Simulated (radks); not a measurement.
Values are calculated unless marked as measured or tabulated.
Mean orbital radii <r> (bohr) of neutral phosphorus, [Ne] 3s2 3p3, at several levels of relativity; Dirac values are averaged over j with weights 2j + 1. Spin-unpolarised spherical Kohn-Sham, LDA (Slater exchange, Perdew-Wang correlation), point nucleus unless stated (finite: rms radius 3.1889 fm), a radial shooting solver on a logarithmic mesh with Libxc functionals. A level marked "c x" has the speed of light scaled by that factor and shares open shells by 2j + 1; other Dirac levels either fill j = l - 1/2 first or share by 2j + 1.

[
 {"shell": "1s", "non-rel.": "0.1043", "scalar-rel., finite nucleus": "0.1039", "Dirac, 2j+1 shares": "0.1039", "Dirac, low j first": "0.1039", "change of magnitude, last against first (%)": "-0.38"},
 {"shell": "2s", "non-rel.": "0.5240", "scalar-rel., finite nucleus": "0.5220", "Dirac, 2j+1 shares": "0.5220", "Dirac, low j first": "0.5220", "change of magnitude, last against first (%)": "-0.40"},
 {"shell": "2p", "non-rel.": "0.4868", "scalar-rel., finite nucleus": "0.4863", "Dirac, 2j+1 shares": "0.4863", "Dirac, low j first": "0.4863", "change of magnitude, last against first (%)": "-0.12"},
 {"shell": "3s", "non-rel.": "1.899", "scalar-rel., finite nucleus": "1.893", "Dirac, 2j+1 shares": "1.893", "Dirac, low j first": "1.894", "change of magnitude, last against first (%)": "-0.28"},
 {"shell": "3p", "non-rel.": "2.372", "scalar-rel., finite nucleus": "2.373", "Dirac, 2j+1 shares": "2.373", "Dirac, low j first": "2.374", "change of magnitude, last against first (%)": "+0.08"},
 {"shell": "4s (empty)", "non-rel.": "7.818", "scalar-rel., finite nucleus": "7.785", "Dirac, 2j+1 shares": "7.785", "Dirac, low j first": "7.796", "change of magnitude, last against first (%)": "-0.29"}
]
